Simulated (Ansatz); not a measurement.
C4H10Si can be A, `C=C([SiH3])CC`, or B, `C/C=C(\C)[SiH3]`.

Isolated molecules relaxed with PBE0-D4/def2-TZVP in Ansatz; ΔE leaves out vibrations. CCSD(T)/CBS is the MP2 limit (def2-TZVPP, def2-QZVPP) plus CCSD(T) − MP2 in def2-TZVPP, frozen cores. DFT in def2-TZVPP. B3LYP here is the variant with VWN-RPA as its local correlation; programs differ in this. One conformer a species, not always the lowest.

(1) Which is lower in electronic energy at CCSD(T)/CBS, and by how much? (Best estimate.)

(2) Give E(B) − E(A) in kJ/mol with B2PLYP, B3LYP-D4, LDA (SPW92), PBE0-D4, CCSD/def2-TZVPP, MP2/def2-TZVPP, ωB97M-V. (Estimate.)

(3) Does the order hold for the free energy at 298.15 K (harmonic terms from PBE0-D4)? (Estimate.)

Largest T1 diagnostic: 0.011.

Results:

(1) The calculation gave: B, by 7.1 kJ/mol.

(2) The calculation gave: B2PLYP -10.0, B3LYP-D4 -10.1, LDA (SPW92) -16.1, PBE0-D4 -11.9, CCSD/def2-TZVPP -6.6, MP2/def2-TZVPP -8.0, ωB97M-V -8.4. None reverses the order clearly.

(3) Computed: Yes: G(B) − G(A) = -9.4 kJ/mol, for one conformer each. Modes under 60 cm⁻¹, often nearly free rotors, make the harmonic entropy too high.

Leaving LDA and LC-ωPBE aside and taking each functional with its dispersion term where it has one, the values, not all of them listed here, spread over 4.5 kJ/mol, from PBE-D4 to ωB97M-V.
